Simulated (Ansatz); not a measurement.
One change: `C[O][Ga]([NH2])[Cl]` becomes `[NH2][Ga]([Cl])[Cl]`.

Ansatz, PBE0-D4/def2-TZVP geometries, multiplicity 1. Each molecule was computed in one conformer, which needn't be the lowest.

Scalar relativity is left out up to krypton.

```csv
property,`C[O][Ga]([NH2])[Cl]`
HOMO–LUMO gap (PBE/def2-TZVPP) / eV,4.63
HOMO energy (PBE0/def2-TZVPP) / eV,-7.67
HOMO–LUMO gap (ωB97M-V/def2-TZVPP) / eV,11.22
LUMO energy (ωB97M-V/def2-TZVPP) / eV,1.17
HOMO energy (PBE/def2-TZVPP) / eV,-6.19
size of the dipole moment (PBE/def2-TZVPP) / D,1.46
```

Q: Give the same properties after the change, and the shifts. (Best estimate.)

A: Computed: 
```tsv
property	`[NH2][Ga]([Cl])[Cl]`	shift
HOMO–LUMO gap (PBE/def2-TZVPP) / eV	4.69	0.06
HOMO energy (PBE0/def2-TZVPP) / eV	-8.07	-0.40
HOMO–LUMO gap (ωB97M-V/def2-TZVPP) / eV	11.30	0.08
LUMO energy (ωB97M-V/def2-TZVPP) / eV	0.86	-0.31
HOMO energy (PBE/def2-TZVPP) / eV	-6.65	-0.46
size of the dipole moment (PBE/def2-TZVPP) / D	2.62	1.16
```

Dipoles are sizes alone; their direction can turn.
